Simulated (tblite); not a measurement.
C₆H₉ClO.
Geometry (GFN2-xTB, Å), atoms numbered from 1 in this order:
```xyz
17
C6H9ClO angstrom
C     -1.877    1.938    0.050
C     -1.473    0.687    0.149
C     -0.119    0.207   -0.303
C      0.637   -0.461    0.856
C      2.054   -0.850    0.454
C     -0.308   -0.728   -1.461
O      0.024   -0.565   -2.586
Cl    -1.178   -2.209   -1.025
H     -1.258    2.705   -0.385
H     -2.846    2.249    0.402
H     -2.107   -0.073    0.584
H      0.463    1.054   -0.682
H      0.669    0.245    1.689
H      0.087   -1.345    1.182
H      2.573   -1.299    1.297
H      2.614    0.025    0.132
H      2.039   -1.567   -0.363
```

Method: GFN2-xTB as coded in tblite; computed harmonic values from a numerical Hessian at the method's own geometry, unscaled. This tight-binding method is rough: wavenumbers can miss measured ones by several per cent, in bad cases by 10 to 20. One conformer, not necessarily the lowest.

Harmonic wavenumbers (cm⁻¹): 42.0, 54.7, 76.3, 161.0, 186.1, 225.6, 250.7, 344.2, 399.3, 435.0, 534.1, 574.8, 605.7, 678.4, 816.8, 899.8, 900.8, 965.3, 993.0, 1021.5, 1076.5, 1105.2, 1117.4, 1152.6, 1229.3, 1237.9, 1281.9, 1291.0, 1332.0, 1408.4, 1417.5, 1479.4, 1498.8, 1500.6, 1708.9, 1825.3, 2945.1, 2982.9, 3001.2, 3036.3, 3040.3, 3045.7, 3078.4, 3103.8, 3133.4.

A = 1713, B = 1450, C = 1092 MHz; mass 132.034 u (most abundant isotopes); point group C1, symmetry number 1.

Q: Zero-point energy?

A: ½Σν̃ = 29597 cm⁻¹ = 84.62 kcal/mol.

Q: What is S at 273.15 K and 1 bar for an ideal gas of classical rigid rotors and harmonic oscillators?

A: Translation 40.14, rotation 28.90, vibration 26.04: S = 95.1 cal/(mol K).

Q: And Cp and H(273.15 K) − H(0)?

A: Cp = 32.81 cal/(mol K), of which vibrations give 24.86 (their classical limit is 45 R = 89.4); H(273.15 K) − H(0) = 5.77 kcal/mol without the zero-point energy, 3.60 from vibrations.

Q: How do the functions run with temperature in this model?

A: 
| T (K) | S (cal/(mol K)) | Cp (cal/(mol K)) | H − H(0) (kcal/mol) | G − H(0) (kcal/mol) | ln q(vib) |
| --- | --- | --- | --- | --- | --- |
| 150 | 78.8 | 22.7 | 2.36 | -9.46 | 3.39 |
| 250 | 92.3 | 30.8 | 5.03 | -18.03 | 5.91 |
| 298.15 | 98.0 | 34.9 | 6.62 | -22.62 | 7.08 |
| 400 | 109.5 | 43.4 | 10.61 | -33.19 | 9.49 |
| 600 | 129.8 | 56.9 | 20.72 | -57.17 | 14.06 |
| 900 | 155.6 | 70.0 | 39.92 | -100.11 | 20.47 |

q(vib) and H(0) count from the zero-point level.

Q: Blend soft modes into free rotors: weight 1/[1 + (100 cm⁻¹/ν̃)⁴] for the oscillator and the rest for a rotor with moment μB/(μ + B), μ = h/(8π²ν), B = 10⁻⁴⁴ kg m². What vibrational entropy results?

A: 23.15 cal/(mol K) in place of 26.04, which changes −T·S at 273.15 K by +0.79 kcal/mol.

Hindered rotation and anharmonicity are outside this model. Other conformers, if any are populated, would add a mixing term that is left out. The structure is chiral; the term R ln 2 for an equal mix with its mirror image is left out.

The run took 0.61 s wall on Arm Neoverse V1, one thread, shared host with 32 logical CPUs at a one-minute load of 9.6. The figure is for the frequency step alone.
